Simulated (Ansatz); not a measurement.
Molecule: C$_{5}$H$_{10}$O, charge 0, multiplicity 1. 
Coordinates optimised at B3LYP-D3(BJ)/def2-TZVP (Ansatz, a first-principles code):
SMILES: CCCC(C)=O
```xyz
16

C      2.6548     0.6062    -0.4687
C      1.4557    -0.2146    -0.0040
C      0.1343     0.5021    -0.2417
C     -1.0922    -0.2732     0.2023
O     -1.0133    -1.3738     0.6969
C     -2.4267     0.4088    -0.0080
H      2.7104     1.5620     0.0585
H      2.5971     0.8233    -1.5384
H      3.5903     0.0741    -0.2889
H      1.4359    -1.1778    -0.5180
H      1.5479    -0.4486     1.0586
H      0.0080     0.7441    -1.3041
H      0.1191     1.4720     0.2705
H     -2.5676     0.6478    -1.0650
H     -2.4566     1.3550     0.5382
H     -3.2327    -0.2365     0.3333
```
Charge 0, spin multiplicity 1.

Total electronic energies in hartree. Cores are frozen in the correlated levels unless marked. No spin-orbit coupling. Non-relativistic. CBS(X,Y): correlation extrapolated as X^-3; Hartree-Fock from the larger set. The bracket is a focal-point correction in the basis named.

```json
[
 {"level": "HF/STO-3G", "program": "Ansatz", "energy (Eh)": "-266.69357"},
 {"level": "HF/aug-cc-pVDZ", "program": "Ansatz", "energy (Eh)": "-270.06676"},
 {"level": "RI-HF/aug-cc-pVTZ", "program": "Ansatz", "energy (Eh)": "-270.13249"},
 {"level": "PBE/def2-TZVPD", "program": "Ansatz", "energy (Eh)": "?"},
 {"level": "PBE0/6-31G*", "program": "Ansatz", "energy (Eh)": "-271.45728"},
 {"level": "PBE0/def2-SVP", "program": "Ansatz", "energy (Eh)": "-271.26202"},
 {"level": "BHLYP-D4/def2-TZVPD", "program": "Ansatz + dftd4", "energy (Eh)": "-271.73131"},
 {"level": "r2SCANh-D4/def2-TZVPD", "program": "Ansatz + dftd4", "energy (Eh)": "-271.71413"},
 {"level": "r2SCAN0/def2-TZVPD", "program": "Ansatz", "energy (Eh)": "-271.69451"},
 {"level": "HSE06-D3(BJ)/def2-TZVPD", "program": "Ansatz + dftd3", "energy (Eh)": "-271.55213"},
 {"level": "HSE06/def2-TZVPD", "program": "Ansatz", "energy (Eh)": "-271.54496"},
 {"level": "CAM-B3LYP-D4/def2-TZVPD", "program": "Ansatz + dftd4", "energy (Eh)": "-271.75487"},
 {"level": "LC-wPBE-D3(BJ)/def2-TZVPD", "program": "Ansatz + dftd3", "energy (Eh)": "-271.72911"},
 {"level": "B2GP-PLYP-D4/def2-TZVPD", "program": "Ansatz + dftd4", "energy (Eh)": "?"},
 {"level": "RPA@PBE/cc-pVQZ", "program": "Ansatz", "energy (Eh)": "-272.00519"},
 {"level": "RI-MP2/aug-cc-pVQZ", "program": "Ansatz", "energy (Eh)": "-271.31735"},
 {"level": "CCSD/6-31G*", "program": "Ansatz", "energy (Eh)": "-270.91466"},
 {"level": "CCSD/cc-pVTZ", "program": "Ansatz", "energy (Eh)": "-271.26965"},
 {"level": "CCSD(T)/aug-cc-pVDZ", "program": "Ansatz", "energy (Eh)": "-271.08909"},
 {"level": "RI-MP2/CBS(cc-pVTZ,cc-pVQZ)+[CCSD(T)-MP2]/cc-pVDZ", "program": "Ansatz", "energy (Eh)": "-271.4564"},
 {"level": "RI-MP2/CBS(aug-cc-pVTZ,aug-cc-pVQZ)+[CCSD(T)-MP2]/aug-cc-pVTZ", "program": "Ansatz", "energy (Eh)": "-271.4594"},
 {"level": "RI-MP2/CBS(cc-pVTZ,cc-pVQZ)+[CCSD(T)-MP2]/cc-pVQZ", "program": "Ansatz", "energy (Eh)": "-271.4500"},
 {"level": "CCSD(T)/CBS(cc-pVTZ,cc-pVQZ)", "program": "Ansatz", "energy (Eh)": "-271.4447"}
]
```

Question: What belongs in the gaps?

Answer: 
- PBE/def2-TZVPD, energy (Eh): -271.52895
- B2GP-PLYP-D4/def2-TZVPD, energy (Eh): -271.59272
